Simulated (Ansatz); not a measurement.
[Cu(H2O)4]2+ (CuO₄H₈²⁺), 13 atoms. Hardware: 4 threads of Intel Xeon 6975P-C on a shared host.

Correlated methods freeze 13 core orbitals.

Q: How many basis functions does each of these Ansatz runs have, and roughly what does it cost? r2SCAN-D4/def2-SVP, charge 1 singlet, relaxation, 35 steps; PBE0-D4/def2-TZVP, charge 2 doublet, energy, from earlier orbitals; MP2/def2-TZVP, charge 2 doublet, energy, from earlier orbitals; RPA@PBE/def2-TZVP, charge 2 doublet, energy, from earlier orbitals; CAM-B3LYP-D4/def2-TZVP, charge 3 triplet at the geometry of the charge 2 doublet, energy, from earlier orbitals; CCSD(T)/def2-SVP, charge 3 triplet at the geometry of the charge 2 doublet, energy, from earlier orbitals; CAM-B3LYP-D4/def2-TZVP, charge 1 singlet at the geometry of the charge 2 doublet, energy, from earlier orbitals; CAM-B3LYP-D4/def2-TZVP, charge 2 doublet, energy and forces, from earlier orbitals; PBE-D4/def2-TZVP, charge 1 singlet, energy, from earlier orbitals; PBE-D4/def2-TZVP, charge 1 triplet at the geometry of the charge 2 doublet, energy, from earlier orbitals; HSE06-D4/def2-TZVP, charge 2 doublet, energy, from earlier orbitals; r2SCAN0-D4/def2-TZVP, charge 2 doublet, energy, from earlier orbitals.

A: Other jobs shared the machine, so times can vary by a factor of up to 3. A dash marks memory too small to be measured apart from the calling script's.

| run | functions | fitting or Cholesky vectors | wall time | peak host memory (GiB) |
| --- | --- | --- | --- | --- |
| PBE-D4/def2-TZVP, charge 1 singlet, energy, from earlier orbitals | 217 | 1409 | 1.1 s | – |
| PBE-D4/def2-TZVP, charge 1 triplet at the geometry of the charge 2 doublet, energy, from earlier orbitals | 217 | 1409 | 2 s | – |
| CAM-B3LYP-D4/def2-TZVP, charge 1 singlet at the geometry of the charge 2 doublet, energy, from earlier orbitals | 217 | 1498 | 2.2 s | 0.71 |
| MP2/def2-TZVP, charge 2 doublet, energy, from earlier orbitals | 217 | 1689 | 3.6 s | 0.67 |
| HSE06-D4/def2-TZVP, charge 2 doublet, energy, from earlier orbitals | 217 | 1498 | 4.3 s | 0.9 |
| PBE0-D4/def2-TZVP, charge 2 doublet, energy, from earlier orbitals | 217 | 1498 | 4.4 s | 0.85 |
| RPA@PBE/def2-TZVP, charge 2 doublet, energy, from earlier orbitals | 217 | 1689 | 4.9 s | 0.68 |
| CAM-B3LYP-D4/def2-TZVP, charge 2 doublet, energy and forces, from earlier orbitals | 217 | 1498 | 5.5 s | 1 |
| r2SCAN0-D4/def2-TZVP, charge 2 doublet, energy, from earlier orbitals | 217 | 1498 | 7.5 s | 0.98 |
| CAM-B3LYP-D4/def2-TZVP, charge 3 triplet at the geometry of the charge 2 doublet, energy, from earlier orbitals | 217 | 1498 | 12 s | 1.4 |
| r2SCAN-D4/def2-SVP, charge 1 singlet, relaxation, 35 steps | 127 | 1420 | 31 s | – |
| CCSD(T)/def2-SVP, charge 3 triplet at the geometry of the charge 2 doublet, energy, from earlier orbitals | 127 | 1278 | 36 s | 2.1 |
